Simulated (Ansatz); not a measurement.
Species: C₂H₇O, SMILES `C[OH+]C` (charge 1, multiplicity 1), formula C2H7O.

Question: How many basis functions does frozen-core CCSD(T)/cc-pVTZ // PBE0-D4/def2-TZVP (Ansatz, an electronic-structure program) use, how many core orbitals are frozen, and how many electrons are correlated?

Answer: 188 basis functions and 3 frozen orbitals, which leaves 20 correlated electrons. Core time is of the order of seconds.
